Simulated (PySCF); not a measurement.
C3H5F3S.
Bonds: F1–C2, C2–F3, C2–F4, C2–C5, C5–C6, C6–S7. Hydrogens: H8, H9 on C5; H10, H11 on C6; H12 on S7.

Structure optimised with GFN2-xTB, isolated species.

Q: List the bond lengths, angles and torsions at this level.

A: 
```tsv
bond	length (Å)
F1–C2, C2–F3, C2–F4	1.341
C2–C5	1.517
C5–C6	1.524
C6–S7	1.825
C5–H8, C5–H9	1.092
C6–H10, C6–H11	1.090
S7–H12	1.332
```

Bonds in one row agree within 0.01 Å and their mean is given. A selection of angles:
```tsv
angle	degrees
F1–C2–F3	106.8
F1–C2–C5	111.9
F3–C2–F4	106.5
C2–C5–C6	110.8
C2–C5–H8	108.0
C6–C5–H8	110.5
H8–C5–H9	108.8
C5–C6–S7	111.3
C5–C6–H10	110.8
S7–C6–H10	105.2
S7–C6–H11	108.7
H10–C6–H11	109.3
C6–S7–H12	96.3
```

Torsions: F1–C2–C5–C6 180° (antiperiplanar); C2–C5–C6–S7 -179° (antiperiplanar); H12–S7–C6–C5 -67° (synclinal). The mirror-image conformer, all signs reversed, is as good.

S7 (thiol sulfur) is bent (angle 96.3°). All 3 C–F bonds measure 1.340 to 1.342 Å. Of the pairs four or more bonds apart, F4···H11 is among the closest relative to their van der Waals radii: 2.62 Å, 98 % of the sum of Bondi's values.

No GFN2-xTB frequencies stand behind this structure, so it isn't proved a minimum. The numbers are those of one conformer (C2–C5–C6–S7 -179°, C5–C6–S7–H -67°).

The numbers are calculated, not measured.
